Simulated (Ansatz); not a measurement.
`O=CO[SiH2][SiH3]`, charge 0, multiplicity 1.

Give a relaxed structure at PBE0-D4/def2-TZVP (the Gaussian-basis code of Ansatz). (An estimate is asked.)

Ansatz gave: 
Z-matrix (Å, degrees):
```
Si
Si 1 2.341
O 1 1.712 2 111.7
H 1 1.484 2 112.5 3 -121.5
H 1 1.483 2 113.1 3 114.1
H 2 1.482 1 111.1 3 94.2
H 2 1.490 1 108.9 3 -145.7
H 2 1.487 1 109.1 3 -27.6
C 3 1.324 1 117.4 2 -49.7
O 9 1.201 3 124.3 1 0.5
H 9 1.099 3 111.7 1 -179.7
```
This is one stationary point; other conformers may exist.
